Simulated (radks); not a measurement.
Values are calculated unless marked as measured or tabulated.
Problem. Neutral mercury, [Hg]. Level of theory: non-relativistic Kohn-Sham, PBE, spin-polarised, spherical densities, point nucleus (a radial shooting solver on a logarithmic mesh with Libxc functionals). Every spin shell is full or empty, so the densities are truly spherical. Functionals are evaluated on that one density, not self-consistently. Rank these exchange functionals by their error against the exact value of the orbitals, and give that value: LDA, PBE, PBEsol, revPBE, RPBE, PW91, PW86, OPTX, B86b, G96, TPSS, revTPSS, Tao-Mo, MVS.

Solution. Exact: -345.057 hartree. From best to worst, with 100 (|E| - |E exact|)/|E exact| (equal figures are ties): B86b +0.03, PW91 +0.07, MVS +0.09, RPBE -0.20, revPBE -0.23, PBE -0.32, PW86 -0.36, TPSS -0.40, G96 +0.49, Tao-Mo -0.81, revTPSS -0.88, PBEsol -1.77, OPTX +1.92, LDA -3.77.
